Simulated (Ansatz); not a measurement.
`[OH][Y]([F])[Cl]` + NH₃ → `[NH2][Y]([F])[Cl]` + H₂O at 600 K and 1 bar (ligand exchange at a Y–O bond).

Isolated molecules relaxed with PBE0-D4/def2-TZVP in Ansatz; ΔE leaves out vibrations. CCSD(T)/CBS adds triple-zeta CCSD(T) − MP2 to the extrapolated MP2 energy (def2 sets, frozen cores). This one scheme is used for every species. def2 core potentials past Kr. For Y outer-core shells are correlated without core-valence functions, which leaves a few kJ/mol of doubt a bond. One conformer a species, not always the lowest.

| species | CCSD(T)/CBS energy (Eh) | H − E (kJ/mol) | S (J/(mol·K)) |
| --- | --- | --- | --- |
| `[OH][Y]([F])[Cl]` | -673.84260 | 86.5 | 417.0 |
| NH₃ | -56.50880 | 112.4 | 219.5 |
| `[NH2][Y]([F])[Cl]` | -653.94368 | 120.8 | 423.9 |
| H₂O | -76.37941 | 76.8 | 212.8 |

H − E and S are ideal-gas, rigid-rotor, harmonic terms from PBE0-D4/def2-TZVP, for one conformer and one mirror image of each species. 1 Eh = 2625.50 kJ/mol, R = 8.31446 J/(mol·K).

Question: By hand: ΔE, ΔH, ΔS and ΔG.

Answer: ΔE = (-653.94368) + (-76.37941) − (-673.84260) − (-56.50880) = 0.02831 Eh = 74.3 kJ/mol. Δ(H − E) = 120.8 + 76.8 − 86.5 − 112.4 = -1.3, so ΔH = 73.0 kJ/mol. ΔS = 423.9 + 212.8 − 417.0 − 219.5 = 0.2 J/(mol·K). ΔG = 73.0 − 600 × (0.2)/1000 = 72.9 kJ/mol.

Question: By hand: the equilibrium constant, and the temperature at which ΔG would vanish if ΔH and ΔS stayed fixed.

Answer: log₁₀ K = −ΔG/(RT ln 10) = -6.3. ΔG = 0 at ΔH/ΔS = 365000 K, far beyond where these terms or the molecules hold.

The number of gas molecules stays the same, so ΔS is small and ΔH decides. A doubt of 5 kJ/mol in ΔE shifts log₁₀ K by 0.4 here. Other conformers and mirror images would add mixing entropy, several J/(mol·K) or more a flexible species. Modes under 60 cm⁻¹, often nearly free rotors, make the harmonic entropy too high. These are equilibria of isolated gas molecules and say nothing of rates. Largest T1 diagnostic: 0.013 (customary marks: 0.02 for closed shells, 0.045 for open ones).
